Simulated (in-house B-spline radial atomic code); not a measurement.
RPA and G0W0 on BHandHLYP: Se VII (Se6+)

Configuration [Ar] 3d10, mean-field start BHandHLYP. Computed with an all-electron radial atomic-structure program (B-spline basis): all electrons, scalar-relativistic (spin-free one-electron X2C), finite nucleus, each spin shell either full or empty, empty states to l = 9 with an (l + 1/2)⁻⁴ tail; G0W0 by contour deformation at full frequency.

Command:
```bash
python run_gw.py task.json out
```
Settings (radii: box in bohr, nucleus in fm):
```
Z                        34
electrons                28
configuration            [Ar] 3d10
hamiltonian              x2c
method                   bhandhlyp
lmax                     9
rms_radius               4.14
spin_polarised           False
box_radius               9.29
intervals                67
```

Time taken, with all properties: 1.6 s on 1 thread of Arm Neoverse V2, on a shared host.

Energies (hartree):

```json
{"term": "mean-field total", "value": "-2420.49762"}
{"term": "Hartree-Fock functional on these orbitals", "value": "-2419.00460"}
{"term": "direct second order", "value": "-2.3207"}
{"term": "second-order exchange", "value": "0.67853"}
{"term": "SOSEX correction", "value": "0.6345"}
```

Problem. What is the RPA correlation energy, and what remains with SOSEX?

Solution. RPA gives -2.0626 hartree (-2 eV per electron); RPA + SOSEX gives -1.4281, and the second-order doubles -1.6421 hartree (no singles). RPA lacks exchange-type terms and so overcorrelates at short range.

Quasi-particle levels (eV):

```tsv
level	occupied	mean field	Σx - vxc	Σc	QP weight	G0W0
3d	yes	-149.29	-8.64	?	?	?
2p	yes	-1539.41	-36.63	24.08	0.888	-1551.95
4s	no	-86.46	5.75	-1.29	0.993	-81.99
```

G0W0 = mean field + (Σx - vxc) + Σc, with Σc (partial-wave tail included) taken at the quasi-particle energy. Only the outer levels were computed. Levels of low weight are left out.

Problem. Where does G0W0 put 3d?

Solution. At -156.05 eV, with Σc = 1.88 eV and a quasi-particle weight of 0.969. The tabulated removal energy is 155.327 ± 0.012 eV (NIST, measured); the calculation leaves out spin-orbit coupling, Breit and QED terms, and what these don't explain is the method's own error.
